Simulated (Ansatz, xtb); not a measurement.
## GeH6OP+: where a starting geometry ends

The starting geometry of this gas-phase singlet has its atoms placed at random.

```json
{"atom": "Ge", "x (Å)": "-0.7459", "y (Å)": "-0.4802", "z (Å)": "1.5544"}
{"atom": "O", "x (Å)": "2.0428", "y (Å)": "0.9622", "z (Å)": "-0.9433"}
{"atom": "P", "x (Å)": "0.0130", "y (Å)": "1.3499", "z (Å)": "-0.4437"}
{"atom": "H", "x (Å)": "-0.4975", "y (Å)": "-0.0506", "z (Å)": "-1.3012"}
{"atom": "H", "x (Å)": "0.5648", "y (Å)": "-1.3359", "z (Å)": "1.8705"}
{"atom": "H", "x (Å)": "0.4940", "y (Å)": "0.6924", "z (Å)": "0.7692"}
{"atom": "H", "x (Å)": "1.5100", "y (Å)": "0.3354", "z (Å)": "0.3711"}
{"atom": "H", "x (Å)": "-1.5298", "y (Å)": "-1.1141", "z (Å)": "0.1245"}
{"atom": "H", "x (Å)": "0.0548", "y (Å)": "-0.3090", "z (Å)": "0.2178"}
```

Problem. One run relaxed it with r2SCAN-D4/def2-SVP. What is a likely outcome?

Solution. It ends as a structure given below by its coordinates. Distances that change by over a tenth: Ge1–H8 (1.75 → 2.07 Å), Ge1–H9 (1.57 → 2.15 Å), P3–H4 (1.72 → 1.43 Å), P3–H9 (1.79 → 4.27 Å), H8–H9 (1.78 → 0.79 Å). Contacts that open: Ge1–H6 (1.88 → 3.35 Å). Contacts that close: Ge1–O2 (4.01 → 2.02 Å), O2–P3 (2.13 → 1.79 Å), O2–H7 (1.55 → 0.98 Å).

The energy falls by 10.83 eV over 60 steps:

```
step  E − E(last) (eV)
   1            10.828
   8             1.317
  14             0.908
  21             0.890
  27             0.840
  34             0.482
  40             0.463
  47             0.238
  53             0.018
  60             0.000
```

Final geometry (Å):

```xyz
9

Ge   -0.1237   -0.3843    1.6682
O     0.8799    0.3769    0.0942
P     0.4462    1.7046   -1.0195
H    -0.8244    1.1504   -1.3609
H     1.1161   -1.3380    1.9249
H    -0.1043    2.5286    0.0074
H     1.7816    0.0524   -0.0850
H    -0.9769   -1.8343    0.4606
H    -0.2882   -2.2062    0.5293
```

From the same start GFN2-xTB reaches the same bonding as this run.

From so rough a start the end depends on the optimiser's path, so another program may land elsewhere. The end wasn't checked by frequencies. Run with Ansatz 0.2.0, 2.2 min on 2 threads of AMD EPYC 7R43 64-Core Processor (Zen 3), with other jobs on the host.
